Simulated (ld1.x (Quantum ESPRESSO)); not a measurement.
# Pseudopotential generation for Dy: TM, PBE, scalar-relativistic.

Dy, norm-conserving Troullier–Martins (Kleinman–Bylander form), made with ld1.x (Quantum ESPRESSO) 7.5 (PBE, scalar-relativistic). Core [Xe], reference 4f10 5d0.5 6s1.5 6p0. Waves: 6s (bound): rc 3.80 bohr; 6p (bound, empty): rc 5.48 bohr; 5d (bound): rc 4.18 bohr; 4f (bound): rc 1.12 bohr. Local part: the f channel. Core correction: a·sin(br)/r model core, default radius (core density twice the valence density).

All-electron outer shells of the reference configuration (PBE, scalar-relativistic, ld1.x):

```tsv
shell	level (eV)	outermost node (bohr)	outermost maximum (bohr)
5s	-48.46	0.63	1.16
5p	-24.92	0.67	1.33
6s	-3.62	1.58	3.48
4f	-2.69	–	0.54
6p	-1.13	1.93	4.94
5d	-0.98	0.76	2.17
```

Calculated quality:

```
Cutoffs needed      : 300 Ry and over 300 Ry (the cutoffs (Ry, on a coarse ladder) from which the occupation-weighted sum of valence levels, in a spherical-Bessel basis at the reference potential, stays within 10 and 1 mRy of its value at 400 Ry)
Ghost test          : ghost states, extra bound levels that the all-electron valence spectrum of the same l lacks: s at -975.0 eV, p at -686.7 eV, s at -280.0 eV, d at -159.4 eV, p at -68.3 eV; a true bound ghost makes a file unfit for plane-wave use (spherical-Bessel basis up to 400 Ry, 20 bohr box)
Configuration tests : 3 of 7 tests not solved or not reliable; not counted: 4f10 5d0 6s0 6p2 (solver errors, printed error -8.6 eV); 4f10 5d1 6s1 6p0 (solver errors, printed error -1153 eV); 4f10 5d0 6s1 6p1 (solver errors, printed error -6.7 eV)
```

Generation and tests took about 4.1 s on one core of a shared server CPU.
